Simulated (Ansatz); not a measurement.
Interaction energy ladder

The pair of HF (SMILES F, atoms 1–2) and SbH₃ (SMILES [SbH3], atoms 3–6), both closed shells, in one local arrangement (a lower one may exist), relaxed at PBE0-D4/def2-TZVP:

| atom | x (Å) | y (Å) | z (Å) |
| --- | --- | --- | --- |
| F1 | -0.2155 | 0.0323 | -2.2627 |
| H2 | -0.2109 | 0.2430 | -1.3610 |
| Sb3 | 0.1287 | 0.1436 | 1.6014 |
| H4 | -0.3809 | 1.1294 | 0.2912 |
| H5 | -0.8068 | -1.1611 | 1.0203 |
| H6 | 1.4854 | -0.3872 | 0.7109 |

Ansatz 0.2.0; basis: def2-TZVPPD, with def2-QZVPPD for the basis limit; cores frozen in the correlated methods. Filled d shells of the heavier atoms are correlated. Core potentials replace the inner electrons of the atoms past krypton. The def2 sets are not built for correlating such inner shells, so the correlated values are less sure here. B3LYP uses VWN-RPA correlation. Extrapolation: Hartree–Fock as exp(−7.88 √X), correlation as X^−2.97. Interaction energies count from these two fragments, frozen as in the pair, with the counterpoise correction; negative means bound.

Problem. What is the interaction energy by CCSD(T) at an estimated basis limit (MP2 extrapolated from triple and quadruple zeta, plus CCSD(T) − MP2 in triple zeta)? (An estimate is asked for; the value comes from the calculation.)

Solution. The calculation gives: -8.3 kJ/mol. Hartree–Fock alone gives -0.4 kJ/mol at the basis limit. It counts from the two fragments frozen as in the pair.

The same quantity by other methods in triple zeta, and each one's difference from that estimate:
```csv
method,E_int (kJ/mol),difference
PBE-D4,-12.2,-3.9
revPBE-D4,-9.3,-1.0
BLYP-D4,-9.7,-1.4
r2SCAN-D4,-10.7,-2.4
B97M-V,-9.7,-1.4
PBE0-D4,-10.6,-2.3
B3LYP-D4,-9.6,-1.3
HSE06-D4,-10.6,-2.4
wB97X-V,-8.9,-0.7
wB97M-V,-9.1,-0.8
B2PLYP,-7.0,1.3
HF,-0.3,8.0
MP2,-7.3,0.9
CCSD,-5.8,2.5
CCSD(T),-7.0,1.3
```
Differences are method less estimate.

Problem. Which atoms make the shortest contact between the fragments?

Solution. H2 and H4, 1.88 Å apart.

Basis-set superposition shift (counterpoise-corrected less uncorrected): CCSD(T) 2.4; MP2 2.4; HF 0.1; PBE0-D4 0.1; wB97M-V 0.2 kJ/mol.

T1 diagnostic: at most 0.015.

For scale, one of the runs: CCSD(T)/def2-TZVPPD, 164 basis functions, launched by `ansatz run in.yaml --threads 2 --pin off --events-out ev --progress --plain --max-ram 5222MiB`. The run took 32 s on 2 CPU threads (shared host), with 1.5 GiB of host memory at its peak.
